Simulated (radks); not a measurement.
Values are calculated unless marked as measured or tabulated.
Ionisation of the krypton ion Kr+, [Ar] 3d10 4s2 4p5, to Kr2+, [Ar] 3d10 4s2 4p4, under several functionals. Dirac Kohn-Sham, spin-unpolarised, spherical densities, finite nucleus; open shells are shared between the two j in proportion to 2j + 1; a radial shooting solver on a logarithmic mesh with Libxc functionals.

| functional | E(Kr+) (hartree) | Exc (hartree) | IE (eV) | -e(HOMO) (eV) | <r> HOMO (bohr) | IE error (eV) |
|---|---|---|---|---|---|---|
| LDA (Slater exchange, Perdew-Wang correlation) | -2786.50250 | -92.74920 | 25.345 | 19.458 | 1.839 | +0.985 |
| exchange-only PBE | -2788.20926 | -94.47854 | 24.085 | 18.249 | 1.858 | -0.274 |
| LDA (Slater exchange, Perdew-Zunger correlation) | -2786.50062 | -92.74726 | 25.346 | 19.460 | 1.839 | +0.986 |
| AM05 | -2786.68565 | -92.93991 | 25.166 | 19.286 | 1.837 | +0.806 |
| PW91 | -2790.49342 | -96.80803 | 25.252 | 19.374 | 1.840 | +0.892 |
| RPBE | -2790.17709 | -96.48604 | 25.151 | 19.285 | 1.841 | +0.791 |
| OLYP | -2791.10553 | -97.49473 | 25.175 | 19.290 | 1.837 | +0.816 |

NIST Atomic Spectra Database: 24.360 eV (measured). Closest: exchange-only PBE. The Delta-SCF values span 1.26 eV, the total energies 4.60 hartree. The highest occupied level is 4p3/2. Spin polarisation and multiplet splitting are left out, so open shells lie too high by an amount that depends on their filling. Sharing an open shell by 2j + 1 raises it above the true ground level by a part of the spin-orbit splitting, which enters the differences from NIST.

Beside tabulated values, note that spin-unpolarised runs miss the spin-polarisation part of the exchange energy of open shells.
